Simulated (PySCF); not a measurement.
Isomers of C8H20Cl2N2Sn, from PBE0-D3(BJ)/def2-SVP geometry optimisation, gas phase, def2 core potentials past Kr in PySCF 2.14.0. One conformer each, no zero-point energy, no frequencies.

Question: Which isomer lies lower at this level?
A. SnCl2(NEt2)2 (`C(C)[N](CC)[Sn]([Cl])([Cl])[N](CC)CC`): A = 561.3, B = 395.1, C = 367.0 MHz, dipole 2.64 D
B. SnCl2(NHtBu)2 (`CC([NH][Sn]([Cl])([NH]C(C)(C)C)[Cl])(C)C`): A = 724.7, B = 290.5, C = 284.8 MHz, dipole 3.33 D

Answer: B. That is SnCl2(NHtBu)2 (`CC(C)(C)[NH][Sn]([Cl])([Cl])[NH]C(C)(C)C`), 15.1 kcal/mol below the other.

```
                                  SMILES  mapped SMILES       E (Eh)  relative (kcal/mol)  relative (kJ/mol)  dipole (D)
CC(C)(C)[NH][Sn]([Cl])([Cl])[NH]C(C)(C)C              –  -1559.84052                  0.0                0.0        3.33
      CC[N](CC)[Sn]([Cl])([Cl])[N](CC)CC              –  -1559.81649                 15.1               63.1        2.64
```
